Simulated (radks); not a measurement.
Values are calculated unless marked as measured or tabulated.
Ionisation of neutral phosphorus, [Ne] 3s2 3p3, to P+, [Ne] 3s2 3p2, under several functionals. Scalar-relativistic Kohn-Sham, spin-polarised, spherical densities, finite nucleus; open shells are filled with parallel spins first; a radial shooting solver on a logarithmic mesh with Libxc functionals.

functional	E(P) (hartree)	Exc (hartree)	IE (eV)	-e(HOMO) (eV)	<r> HOMO (bohr)	IE error (eV)
PBE	-341.97064	-23.08022	10.538	6.283	2.327	+0.051
LDA (Slater exchange, Perdew-Wang correlation)	-340.84712	-21.91612	10.519	6.277	2.327	+0.032
exchange-only LDA	-339.73493	-20.77035	9.677	5.522	2.369	-0.810
AM05	-340.97375	-22.05011	10.455	6.207	2.322	-0.032
MS2 meta-GGA	-342.13853	-23.26825	10.810	6.581	2.304	+0.323
PW91	-342.11648	-23.23186	10.578	6.320	2.326	+0.092
PBEsol	-341.38082	-22.47031	10.492	6.242	2.326	+0.005
BP86	-342.16167	-23.27619	10.569	6.315	2.324	+0.082
RPBE	-342.10388	-23.21923	10.537	6.279	2.326	+0.051
LDA (Slater exchange, VWN5 correlation)	-340.85286	-21.92213	10.528	6.285	2.327	+0.041

NIST Atomic Spectra Database: 10.487 eV (measured). Closest: PBEsol. The Delta-SCF values span 1.13 eV, the total energies 2.43 hartree. The highest occupied level is 3p. Open shells are spherical and high-spin; term and fine-structure splittings are not resolved.
